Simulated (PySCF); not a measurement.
Cl₂H₂O₂Si, SMILES O[Si](O)(Cl)Cl. Geometry optimised at PBE-D3(BJ)/def2-SVP. Other conformers were not sampled.

Computed with PBE-D3(BJ)/def2-SVP (PySCF).

Harmonic wavenumbers (cm⁻¹): 127, 178, 178, 254, 267, 288, 313, 495, 595, 773, 835, 872, 956, 3752, 3754. Rotational constants (GHz): 2.920, 1.850, 1.622; symmetry number 2.

Task: Work out the zero-point energy and the ideal-gas rigid-rotor harmonic-oscillator thermochemistry at 298.15 K and 1 atm.

Result: ZPE = ½ Σ hcν = ½ × 13637 cm⁻¹ = 81.57 kJ/mol. H − E(el) = 102.79 kJ/mol. Entropy in J/(mol K): translation 169.74, rotation 111.38, vibration 65.44, total 346.55. G − E(el) = -0.53 kJ/mol. Cp = 104.65 J/(mol K). Modes under 150 cm⁻¹ make the vibrational entropy uncertain.
